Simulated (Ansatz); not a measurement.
Species: BiF2, net charge 1, singlet state. 
Coordinates optimised at B3LYP-D3(BJ)/def2-TZVP (Ansatz, a program for electronic structure):
```
Bi
F 1 1.9511
F 1 1.9511 2 95.60
```
Charge +1, spin multiplicity 1.

Basis-set convergence of Hartree-Fock and CCSD correlation energies (hartree) with Ansatz. Correlated levels leave the core frozen unless marked. Spin-orbit coupling is left out. Frozen are the shells of the preceding noble gas and the d and f shells that filled before the atom's block. Past Kr the def2 sets carry scalar-relativistic core potentials.

| basis | functions | E(HF) | E(corr, CCSD) |
|---|---|---|---|
| def2-SVP | 54 | -411.98061 | -0.45813 |
| def2-TZVPP | 112 | -412.26274 | -0.59873 |
| def2-QZVPP | 196 | -412.27836 | -0.64990 |

Extrapolating the two largest sets (X = 3 and 4) as X^-3: E(corr) = (64·(-0.64990) - 27·(-0.59873))/37 = -0.6872 Eh, an estimate of the basis-set limit. The largest set recovers 94.6 % of it, the smallest 66.7 %.
